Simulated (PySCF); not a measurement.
# Electron correlation in O²⁺ (oxygen, charge +2)

[He] 2s1 2p3, high-spin 5S determinant (an excited configuration). Computed with PySCF 2.14 in ANO-RCC-VTZP (4s3p2d1f, 30 functions), with the spin-free X2C one-electron Hamiltonian (Gaussian nucleus). Frozen: 1s2; 4 electrons correlated.

MP2 pair energies summed by pair of shells (mhartree):

| pair | energy | share (%) |
| --- | --- | --- |
| 2p-2p | -21.18 | 82.9 |
| 2s-2p | -4.37 | 17.1 |

Total MP2 correlation energy: -25.56 mhartree.

Same-spin part -25.56 and opposite-spin part 0.00 mhartree; SCS-MP2 scales them by 1/3 and 6/5 to -8.52 mhartree.
